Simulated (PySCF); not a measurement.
HfO, singlet, at a GFN2-xTB geometry (such geometries of metal compounds can be far from the true shape) (core potentials on Hf). Base run: M062X/def2-SVP run with PySCF.

Input for PySCF:
```python
from pyscf import gto, scf, dft

mol = gto.M(
    atom='''
Hf   -0.000000   -0.000000   -0.173062
O     0.000000    0.000000    1.557555
''',
    basis='def2-svp',
    ecp={'Hf': 'def2-svp'},
    charge=0,
    spin=0,
    verbose=4,
)

mf = dft.RKS(mol)
mf.xc = 'm062x'
mf.kernel()
```

The base run was repeated with changes; each row names its change, and settings that it needs were set with it.

```
change                                                                                                                  ΔE vs base (mEh)  fitting functions  dipole (D)        outcome
----------------------------------------------------------------------------------------------------------------------  ----------------  -----------------  ----------  -------------
base                                                                                                                               0.000                  -        3.51      converged
only_dfj = on; auxbasis = def2-universal-jfit                                                                                     -0.063                138        3.51      converged
exchange = seminumerical (SGX) (with mf = sgx.sgx_fit(mf, auxbasis='def2-universal-jfit'); with mf.with_df.dfj = True)            -0.094                138        3.51      converged
auxbasis = cc-pvdz-jkfit                                                                                                               -                  -           -  input refused
auxbasis = cc-pvtz-ri                                                                                                                  -                  -           -  input refused
auxbasis = autoaux                                                                                                                 0.023                401        3.51      converged
auxbasis = even-tempered beta=2.0                                                                                                 -0.113                357        3.51      converged
auxbasis = def2-svp-ri                                                                                                                 -                  -           -  input refused
auxbasis = even-tempered beta=3.0                                                                                                -18.481                240        3.55      converged
auxbasis = def2-universal-jfit                                                                                                    12.989                138        3.59      converged
```

A fitting set is made for a task (jfit for Coulomb, jkfit for Coulomb and exchange, ri for correlation) and for a family of orbital bases.

- auxbasis = cc-pvdz-jkfit: ended with `pyscf.lib.exceptions.BasisNotFoundError: Basis set not found for Hf in cc-pvdz-jkfit`
- auxbasis = cc-pvtz-ri: ended with `pyscf.lib.exceptions.BasisNotFoundError: Basis set not found for Hf in cc-pvtz-ri`
- auxbasis = def2-svp-ri: ended with `pyscf.lib.exceptions.BasisNotFoundError: Basis set not found for Hf in def2-svp-ri`
